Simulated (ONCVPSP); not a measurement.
**An all-electron radial function and its pseudo partner (C (Z = 6))**

Columns: radius, all-electron u(r) and pseudo u(r) of the 2s shell (level -13.64 eV) of carbon in the configuration [He] 2s2 2p2; LDA (Perdew-Zunger), scalar-relativistic, ONCV scheme, ONCVPSP 4.0.1.

```csv
r (bohr),all-electron,pseudo
0.115,-0.3449,0.0586
0.230,-0.2762,0.1281
0.345,-0.0684,0.2131
0.460,0.1623,0.3169
0.575,0.3686,0.4319
0.690,0.5342,0.5485
0.805,0.6568,0.6572
0.920,0.7400,0.7399
1.035,0.7896,0.7896
1.150,0.8122,0.8122
1.265,0.8137,0.8137
1.380,0.7994,0.7994
1.495,0.7737,0.7737
1.610,0.7401,0.7401
1.725,0.7014,0.7014
1.840,0.6596,0.6596
1.955,0.6165,0.6165
2.070,0.5732,0.5732
2.185,0.5306,0.5306
2.300,0.4894,0.4894
2.415,0.4499,0.4499
2.530,0.4124,0.4124
2.645,0.3771,0.3771
2.760,0.3442,0.3441
2.875,0.3135,0.3134
2.990,0.2850,0.2850
```

Task: How many radial nodes do the two functions have?

Result: The all-electron 2s function has n − l − 1 = 1; the pseudo-wave has 0, since the states of the same l below it are removed with the core.

Task: At about which radius was the pseudo-wave matched?

Result: 1.00 bohr. The columns agree to 0.0005 from 0.81 bohr on; several derivatives are matched, so the curves merge somewhat inside the radius.

Task: Is the pseudo-wave norm-conserving?

Result: Yes: the ONCV scheme keeps the norm inside the radius equal to the all-electron one, which fixes the energy derivative of the logarithmic derivative at the level.
